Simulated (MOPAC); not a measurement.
MOPAC input (PM7):

```
PM7 FORCE THERMO(298,298) PRECISE LET GEO-OK AUX(PRECISION=9) THREADS=1
HKO

K    -0.00000000 1   -0.00000000 1   -0.73944933 1
O     0.00000000 1    0.00000000 1    1.47778317 1
H    -0.00000000 1   -0.00000000 1    2.35870874 1
```

Question: Which zero-point energy does it print?

Answer: 5.40 kcal/mol, from the harmonic wavenumbers of PM7.
